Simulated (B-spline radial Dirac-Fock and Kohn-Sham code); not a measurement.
## What relativity does to the binding energies of Rh⁴⁺

System: rhodium as Rh⁴⁺ in the configuration [Kr] 4d5.

Both columns are ΔSCF binding energies of the configuration average from an atomic code on a B-spline grid: non-relativistic Hartree-Fock with a point nucleus, and Dirac-Fock with a finite nucleus and the Coulomb interaction alone, averaged over the two j levels with weights 2j+1.

```tsv
shell	Hartree-Fock (eV)	Dirac-Fock (eV)	shift (eV)	shift (%)
1s	22695.1	23355.8	+660.73	+2.91
2s	3335.6	3493.8	+158.15	+4.74
2p	3083.0	3126.6	+43.56	+1.41
3s	668.2	699.7	+31.48	+4.71
3p	567.3	576.2	+8.93	+1.57
3d	382.1	377.1	-4.98	-1.30
4s	146.2	151.8	+5.69	+3.90
4p	112.2	113.6	+1.33	+1.18
4d	61.82	61.11	-0.71	-1.15
```

Relativity binds 1s, 2s, 2p, 3s, 3p, 4s, 4p more strongly, among those listed most of all 2s in relative terms, and 3d, 4d more weakly, because the contracted s and p shells screen the nucleus better.

Values without a named source are computed, but for edge energies of neutral atoms, which are taken from tables.
